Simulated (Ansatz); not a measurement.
Geometry optimisation, RKS PBE/def2-SVP in Ansatz.

input.yaml

```yaml
crystal:
  periodic: [false, false, false]
  atoms:
    - { symbol: Ga, position_ang: [0.0, 0.0, 0.0] }
    - { symbol: Cl, position_ang: [0.0, 0.0, 2.59] }
    - { symbol: Cl, position_ang: [1.9398, 0.0, -1.12] }
    - { symbol: O, position_ang: [-1.5501, 0.0, -0.895] }
    - { symbol: H, position_ang: [-2.0598, -0.8467, -0.6865] }
    - { symbol: "N", position_ang: [0.469, -2.0636, 0.7032] }
    - { symbol: H, position_ang: [-0.0981, -2.886, 0.3487] }
    - { symbol: H, position_ang: [1.2591, -2.2221, 1.3918] }
    - { symbol: H, position_ang: [0.3259, -1.4337, 1.8808] }
basis:
  gaussian: { orbitals: def2-SVP }
hamiltonian:
  xc: pbe
relax:
  f_tol: 0.15
  max_steps: 25
  restrain:
    - { distance: [0, 5], at: 1.93, k: 30.0 }
    - { distance: [8, 1], at: 1.37, k: 30.0 }
    - { distance: [0, 1], at: 3.44, k: 30.0 }
    - { distance: [8, 5], at: 2.26, k: 30.0 }
output:
  orbitals: {}
```

Run as:

```bash
$ ansatz run input.yaml --threads 4 --pin off --max-ram 5120MiB --backend cpu --events-out ev --progress --plain --runs-dir out
```

Task: Where does it end, and by what steps?

Result: The forces met the threshold. The restraints hold the end off the free minimum; the threshold counts their pulls, which the force column leaves out. Restrained pairs: Ga1–N6 (2.23 → 1.91 Å), Cl2–H9 (1.63 → 1.35 Å), Ga1–Cl2 (2.59 → 3.44 Å), N6–H9 (1.34 → 2.25 Å). After 10 steps the energy has fallen by 1.247 eV (the restraints' own energy left out); H8 moved furthest, 0.90 Å.

```json
{"step": "0", "energy less start (eV)": "0.0000", "largest force component (eV/Å)": "2.528", "accepted": "yes"}
{"step": "1", "energy less start (eV)": "0.1872", "largest force component (eV/Å)": "2.990", "accepted": "yes"}
{"step": "2", "energy less start (eV)": "0.0669", "largest force component (eV/Å)": "2.961", "accepted": "yes"}
{"step": "3", "energy less start (eV)": "-0.4707", "largest force component (eV/Å)": "1.856", "accepted": "yes"}
{"step": "4", "energy less start (eV)": "-0.8903", "largest force component (eV/Å)": "0.939", "accepted": "yes"}
{"step": "5", "energy less start (eV)": "-1.0433", "largest force component (eV/Å)": "0.773", "accepted": "yes"}
{"step": "6", "energy less start (eV)": "-1.1215", "largest force component (eV/Å)": "0.828", "accepted": "yes"}
{"step": "7", "energy less start (eV)": "-1.1901", "largest force component (eV/Å)": "0.921", "accepted": "yes"}
{"step": "8", "energy less start (eV)": "-1.1531", "largest force component (eV/Å)": "1.676", "accepted": "no"}
{"step": "9", "energy less start (eV)": "-1.2206", "largest force component (eV/Å)": "0.820", "accepted": "yes"}
{"step": "10", "energy less start (eV)": "-1.2472", "largest force component (eV/Å)": "0.865", "accepted": "yes"}
```

```xyz
9
Properties=species:S:1:pos:R:3
Ga 0.193 -0.660 -0.392
Cl -0.093 0.277 2.904
Cl 1.916 0.503 -0.927
O -1.409 -0.096 -0.968
H -2.143 -0.642 -0.629
N 0.459 -2.241 0.636
H -0.221 -3.001 0.523
H 1.411 -2.625 0.600
H 0.173 -0.967 2.466
```

The run took 14 s on 4 threads of Arm Neoverse V2, with other jobs on the host, peak memory 0.18 GiB.
